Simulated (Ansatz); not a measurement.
The same redistribution along the group F, Cl, Br.

Program: Ansatz. Geometries: PBE0-D4/def2-TZVP. ΔE: electronic, gas phase. CCSD(T)/CBS adds triple-zeta CCSD(T) − MP2 to the extrapolated MP2 energy (def2 sets, frozen cores). DFT in def2-TZVPP. For Br, Ge outer-core shells are correlated without core-valence functions, which leaves a few kJ/mol of doubt a bond. Scalar relativity is left out up to krypton. Each species was taken in one conformer, which may not be the lowest.

```tsv
reaction	HF/CBS(def2) (kJ/mol)	MP2/CBS(def2) (kJ/mol)	ωB97X-V (kJ/mol)	LDA (SPW92) (kJ/mol)	CCSD(T)/CBS(def2) (kJ/mol)
`[F][GeH2][F]` + `NB(N)F` → `[F][GeH]([F])[F]` + `NBN`	66	59	60	69	61
`[Cl][GeH2][Cl]` + `NB(N)Cl` → `[Cl][GeH]([Cl])[Cl]` + `NBN`	15	15	15	21	15
`[Br][GeH2][Br]` + `NB(N)Br` → `[Br][GeH]([Br])[Br]` + `NBN`	2	1	2	6	3
```

Largest T1 diagnostic: 0.012, for `[F][GeH]([F])[F]`.
